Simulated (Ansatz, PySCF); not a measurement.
Gas-phase reaction (SMILES): Cl[SiH](Cl)Cl + O (H2O) → O[Si](Cl)(Cl)Cl [trichloro(hydroxy)silane] + [H][H] (H2); water cleaves one Si-H bond, a model of a ligand-exchange step.

Geometries: B3LYP-D3(BJ)/def2-TZVP minima from Ansatz (a quantum-chemistry and plane-wave program), one conformer each, not searched for the lowest. Correlated levels leave the core frozen unless marked. No spin-orbit coupling. Non-relativistic. Basis-set limits of correlation are two-point, X^-3; Hartree-Fock from the larger set. Thermal terms are rigid-rotor harmonic-oscillator values from B3LYP-D3(BJ) frequencies (Ansatz or PySCF) at 298.15 K and 1 atm. 1 Eh = 627.5095 kcal/mol.

| species | E, CCSD(T)/CBS(cc-pV(T+d)Z,cc-pV(Q+d)Z) (Ansatz) (Eh) | E, r2SCAN-D4/def2-TZVPD (Ansatz + dftd4) (Eh) | H - E (Eh) | G - E (Eh) |
|---|---|---|---|---|
| Cl[SiH](Cl)Cl | -1669.15876 | -1670.79141 | 0.02027 | -0.01548 |
| O (H2O) | -76.37426 | -76.42298 | 0.02495 | 0.00353 |
| O[Si](Cl)(Cl)Cl | -1744.39215 | -1746.07821 | 0.02725 | -0.01279 |
| [H][H] (H2) | -1.17450 | -1.17100 | 0.01336 | -0.00144 |

Question: Work out ΔE and ΔH, ΔG, ΔS and the equilibrium constant at 298.15 K at the first level, then ΔH at the second.

Answer: 
1. ΔE = [(-1744.39215) + (-1.17450)] - [(-1669.15876) + (-76.37426)] = -0.03363 Eh = -21.1 kcal/mol at CCSD(T)/CBS(cc-pV(T+d)Z,cc-pV(Q+d)Z).
2. The terms H - E add up to -0.00461 Eh, so ΔH = (-0.03363 + (-0.00461))×627.5095 = -24.0 kcal/mol.
3. The terms G - E add up to -0.00228 Eh, so ΔG = -22.5 kcal/mol, and ΔS = (-0.00461 - (-0.00228))×627509.5/298.15 = -4.9 cal/(mol K).
4. log10 K = -ΔG/(RT ln 10) = 16.5, with RT ln 10 = 1.3642 kcal/mol.
5. At r2SCAN-D4/def2-TZVPD the same steps give ΔE = -21.8 and ΔH = -24.7 kcal/mol, a shift of -0.7 from the first level.
6. These values are not checked against measurement here, since the tables used lack a sound gas-phase enthalpy of formation for at least one species.
